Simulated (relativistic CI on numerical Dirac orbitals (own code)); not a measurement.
Hyperfine structure of Cl II, mass number 35

Calculated at this level of theory: Dirac-Coulomb-Breit CI, separate exchange-only KLI orbitals for each configuration, model QED (radiative potential, 1s self-energy scaled to tabulated hydrogen-like ionisation energies), valence Slater integrals scaled by 0.85, P86 correlation energy added to each configuration (own radial code, finite nucleus).

Configuration list (outside the closed core [Ne]): 3s2 3p4, 3s 3p5, 3s2 3p3 4s, 3s2 3p3 3d, 3s2 3p3 4p, 3s2 3p3 5s, 3s2 3p3 4d, 3p6, 3s 3p4 3d, 3s2 3p3 5p, 3s2 3p3 4f, 3s2 3p3 5d, 3s2 3p3 5f, 3s2 3p2 3d2, 3s2 3p 3d2 4s, 3s2 3p 3d3, 3s2 3p 3d2 4p, 3s2 3p 3d2 5s, 3s2 3p 3d2 4d, 3s2 3p2 4s2, 3s2 3p 3d 4s2, 3s2 3p 4s2 4p, 3s2 3p 4s2 5s, 3s2 3p 4s2 4d, 3s2 3p2 3d 4s, 3s2 3p 3d 4s 4p, 3s2 3p 3d 4s 5s, 3s2 3p 3d 4s 4d. Double excitations out of closed p, d and f shells are left out; levels of such configurations are missing from the list, as are those of other unlisted configurations, and high levels can miss mixing partners. These lack a partner that the ground configuration has and come out too high: 3s 3p4 3d, 3s2 3p3 5p, 3s2 3p3 4f, 3s2 3p3 5d, 3s2 3p3 5f.

Nuclear spin I = 3/2, μ = 0.8217 μN, Q = -0.0817 b (tables of Stone and Pyykkö). The electronic factors are computed for point nuclear moments, without core polarisation; leaving it out makes A of s and p electrons in near-neutral atoms 20 to 40 % too small, and it can dominate for d and f shells.

| Level | E (eV) | A (MHz) | B (MHz) |
| --- | --- | --- | --- |
| 3s2 3p4 3P_2 | 0.0000 | 263.4 | -61 |
| 3s2 3p4 3P_1 | 0.0850 | 5.864 | 30.2 |
| 3s2 3p4 1D_2 | 1.4850 | 436.4 | 124 |
| 3s 3p5 3P°_2 | 12.8087 | 1090 | 54.2 |
| 3s 3p5 3P°_1 | 12.8873 | 1274 | -27.4 |
| 3s2 3p3 4s 5S°_2 | 14.1784 | 180.6 | 0.0203 |
| 3s2 3p3 3d 5D°_4 | 14.6200 | 5.368 | -3.87 |
| 3s2 3p3 3d 5D°_3 | 14.6209 | 9.21 | -0.979 |

Levels with J = 0, under 50 % of one LS term, or S terms without an open s electron are left out. Small factors come from cancelling terms and can be off by tens of per cent or more.

For a near-neutral ion this model can misplace configurations by up to about 10,000 cm⁻¹ (more where the count of f electrons changes) and terms by 10 to 25 % of their spread. Rates follow the energies as ν³ (E1, M1) or ν⁵ (E2), so they and the lifetimes can be off by large factors. The fine structure of a lone outer electron comes out too small, for d and f at times inverted, and misplaced configurations move strength between like terms. 73 of the 74 excited levels that our extract of the measured tables holds in this range could be paired (the sources list more); they are missed by 7065 cm⁻¹ on average and 12198 at most, and levels without a partner can miss by more.

(1) Give the hyperfine levels of 3s2 3p4 3P_2 relative to its centre of gravity.

Results:

(1) With K = F(F + 1) − I(I + 1) − J(J + 1), E = AK/2 + B[¾K(K + 1) − I(I + 1)J(J + 1)]/[2I(2I − 1)J(2J − 1)]: F = 1/2: -1239, F = 3/2: -790.2, F = 5/2: -93.54, F = 7/2: 774.9 MHz.
